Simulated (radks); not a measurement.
The numbers below are computed, except where a source is named.
Problem. Valence configurations of Bi II. Level of theory: Dirac Kohn-Sham, PBE, spin-unpolarised, spherical densities, finite nucleus; open shells fill j = l - 1/2 first; Fermi nuclear charge, rms radius 5.5211 fm (a radial shooting solver on a logarithmic mesh with Libxc functionals). Order these by energy: [Xe] 4f14 5d9 6s1 6p4; [Xe] 4f14 5d9.5 6s2 6p2.5; [Xe] 4f12 5d10 6s2 6p4; [Hg] 6p2; [Xe] 4f14 5d10 6s1 6p3; [Xe] 4f13 5d10 6s2 6p3; [Xe] 4f14 5d10 6p4; [Xe] 4f14 5d9.5 6s1 6p3.5; [Xe] 4f14 5d9 6s2 6p3; [Xe] 4f13 5d9.5 6s1 6p4.5.

Solution. From the lowest, in eV above it: [Hg] 6p2 0.000; [Xe] 4f14 5d10 6s1 6p3 11.193; [Xe] 4f14 5d9.5 6s2 6p2.5 11.713; [Xe] 4f14 5d10 6p4 22.749; [Xe] 4f14 5d9.5 6s1 6p3.5 23.402; [Xe] 4f14 5d9 6s2 6p3 24.274; [Xe] 4f14 5d9 6s1 6p4 36.448; [Xe] 4f13 5d10 6s2 6p3 155.82; [Xe] 4f13 5d9.5 6s1 6p4.5 182.98; [Xe] 4f12 5d10 6s2 6p4 330.92. NIST lists [Hg] 6p2 as the ground configuration; this level of theory agrees among the configurations tried. The energies are those of spherical spin-averaged densities, not of single terms.
